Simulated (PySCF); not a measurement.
# `CCc1cpccn1`, C6H8NP

Geometry (Å), atoms numbered from 1 in this order:
```xyz
16

C    -2.1977    0.7775    0.2084
C    -1.2467    0.1126   -0.7882
C     0.0619   -0.2045   -0.1174
C     0.1996   -1.3893    0.5901
P     1.6260   -1.8619    1.4509
C     2.6065   -0.4723    1.1084
C     2.1753    0.5907    0.3409
N     0.9964    0.7289   -0.2358
H    -1.7531    1.6935    0.5902
H    -3.1416    1.0210   -0.2737
H    -2.3974    0.1146    1.0483
H    -1.6987   -0.8022   -1.1759
H    -1.0554    0.7957   -1.6160
H    -0.6393   -2.0745    0.6096
H     3.6069   -0.4448    1.5190
H     2.8497    1.4238    0.1661
```

Level of theory: GIAO wB97X-D/pcSseg-1 magnetisability, rotational g tensor and spin-rotation constants, non-relativistic, gas phase (PySCF 2.14.0). Geometry: GFN2-xTB.

Problem. What are the magnetisability and the molar susceptibility?

Solution. Isotropic -1319 × 10⁻³⁰ J/T², or -79.4 × 10⁻⁶ cm³/mol; principal values -2077, -998, -882 × 10⁻³⁰ J/T², anisotropy 1141 × 10⁻³⁰ J/T² (root of half the summed squared differences of the principal values). The susceptibility is in cgs units.

Problem. Split it along the inertial axes a, b, c into diamagnetic and paramagnetic parts about the centre of mass, with the quadrupole moment.

Solution. 
```csv
axis,χ (10⁻⁶ cm³/mol),diamagnetic (10⁻⁶ cm³/mol),paramagnetic (10⁻⁶ cm³/mol),summed x² of all electrons (Å²),quadrupole Θ (D Å)
a,-61.1,-453.1,392.1,225.2,+3.62
b,-55.3,-1065.0,1009.7,81.0,-0.36
c,-122.0,-1298.7,1176.8,25.9,-3.26
```
Anisotropies 2χaa − χbb − χcc = +55.1 and 2χbb − χaa − χcc = +72.5 × 10⁻⁶ cm³/mol. Θ is traceless in Buckingham's convention.

Problem. And the rotational g tensor?

Solution. 
| axis | rotational constant (GHz) | g | nuclear part | electronic part |
| --- | --- | --- | --- | --- |
| a | 3.4903 | -0.0627 | 0.5802 | -0.6429 |
| b | 1.2653 | -0.0248 | 0.5754 | -0.6002 |
| c | 1.0065 | +0.0126 | 0.5690 | -0.5564 |

Asymmetric top; isotopes 12C, 1H, 14N, 31P; no vibrational averaging.
